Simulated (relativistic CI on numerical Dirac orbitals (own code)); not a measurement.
Pt3+: 4f photoemission

Computed with this model: Dirac-Coulomb-Breit CI, separate exchange-only KLI orbitals for each configuration, model QED, valence Slater integrals scaled by 0.8, multiplet model of photoemission in the sudden approximation; configurations [Xe] 4f14 5d7 → [Xe] 4f13 5d7; 300 K; Lorentzian 0.17 eV and Gaussian 0.5 eV FWHM. Energies are those of the free ion, without screening or charge transfer. The energies are binding energies and can lie tens of eV above those of solids. S is read from ⟨S²⟩ = S(S + 1).

Field parameters in Wybourne normalisation: Td as Oh with Dq negative (B⁴₀ = 21Dq, B⁴₄ = √(5/14) B⁴₀). The field is a parameter set, without covalency.

free ion: ground-state S = 1.37, centroid 116.86 eV. Peaks (eV, height): 115.0 (100), 118.7 (54), 119.2 (55).

Td, 10Dq = -7450 cm⁻¹: ground-state S = 1.42, centroid 116.91 eV. Peaks (eV, height): 115.2 (100), 118.8 (57).

Strongest unbroadened transitions for free ion:

```tsv
Energy (eV)	Relative strength
114.77	100.0
115.03	70.7
115.08	87.9
115.15	25.3
115.21	37.4
115.71	46.9
115.72	53.8
115.83	16.9
117.94	30.0
118.60	11.0
118.62	42.8
118.63	9.7
118.64	14.7
118.72	24.6
118.83	21.8
119.12	30.3
119.25	52.5
119.39	54.2
```
